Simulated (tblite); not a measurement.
C2H7F3OSi2.
Geometry (GFN2-xTB, Å), atoms numbered from 1 in this order:
```
atom  x, y, z in Å
C1    -3.053    0.315    0.504
O2    -1.688    0.495    0.279
Si3   -0.498   -0.608    0.293
Si4    1.232    0.829   -0.196
C5     2.807   -0.309   -0.232
F6     2.709   -1.292   -1.158
F7     3.949    0.347   -0.506
F8     3.013   -0.940    0.947
H9    -3.229   -0.088    1.503
H10   -3.543    1.284    0.415
H11   -3.477   -0.374   -0.230
H12   -0.752   -1.674   -0.691
H13   -0.424   -1.294    1.594
H14    1.310    1.467   -1.518
H15    1.641    1.850    0.779
```

All values are computed: GFN2-xTB (tblite) harmonic vibrations without scaling, gas phase. Errors from tens to a few hundred cm⁻¹ against measured bands are possible. Modes of hydrogen on silicon can be 10 to 20 % off. One conformer, not necessarily the lowest.

Harmonic wavenumbers (cm⁻¹): 29.4, 31.5, 57.2, 88.6, 121.5, 126.5, 181.5, 205.3, 248.7, 354.3, 389.7, 449.2, 457.4, 467.9, 493.9, 589.5, 596.6, 650.6, 674.0, 751.7, 764.2, 784.8, 844.7, 1010.0, 1028.4, 1130.7, 1131.5, 1143.6, 1156.0, 1416.8, 1481.7, 1486.2, 2145.2, 2187.8, 2216.4, 2229.1, 2964.3, 2975.3, 2999.8.

A = 3565, B = 596.1, C = 569.7 MHz; mass 159.999 u (most abundant isotopes); point group Cs, symmetry number 1.

Zero-point energy?

Half the sum of the wavenumbers: 19031 cm⁻¹ = 227.66 kJ/mol.

Give the ideal-gas entropy at 400 K and 1 bar in the rigid-rotor, harmonic-oscillator model (classical rotation).

Translation 178.26, rotation 129.03, vibration 214.47: S = 521.8 J/(mol K).

And Cp and H(400 K) − H(0)?

Cp = 207.24 J/(mol K), of which vibrations give 173.98 (their classical limit is 39 R = 324.3); H(400 K) − H(0) = 53.41 kJ/mol without the zero-point energy, 40.11 from vibrations.

How do the functions run with temperature in this model?

| T (K) | S (J/(mol K)) | Cp (J/(mol K)) | H − H(0) (kJ/mol) | G − H(0) (kJ/mol) | ln q(vib) |
| --- | --- | --- | --- | --- | --- |
| 100 | 323.9 | 94.4 | 6.66 | -25.72 | 3.52 |
| 200 | 402.9 | 138.4 | 18.32 | -62.26 | 7.25 |
| 300 | 466.6 | 176.8 | 34.15 | -105.82 | 10.61 |
| 500 | 570.7 | 231.0 | 75.37 | -209.96 | 16.65 |
| 800 | 690.5 | 277.8 | 152.41 | -399.99 | 24.40 |
| 1000 | 754.7 | 297.1 | 210.02 | -544.68 | 28.89 |

q(vib) and H(0) count from the zero-point level.

Blend soft modes into free rotors: weight 1/[1 + (100 cm⁻¹/ν̃)⁴] for the oscillator and the rest for a rotor with moment μB/(μ + B), μ = h/(8π²ν), B = 10⁻⁴⁴ kg m². What vibrational entropy results?

187.60 J/(mol K) in place of 214.47, which changes −T·S at 400 K by +10.75 kJ/mol.

Which modes carry the vibrational entropy at 400 K?

29.4 cm⁻¹: 27.00; 31.5 cm⁻¹: 26.43; 57.2 cm⁻¹: 21.48; 88.6 cm⁻¹: 17.86; 121.5 cm⁻¹: 15.26; 126.5 cm⁻¹: 14.93 J/(mol K); the other 33 give 91.52 together.

Hindered rotation and anharmonicity are outside this model. Other conformers, if any are populated, would add a mixing term that is left out.
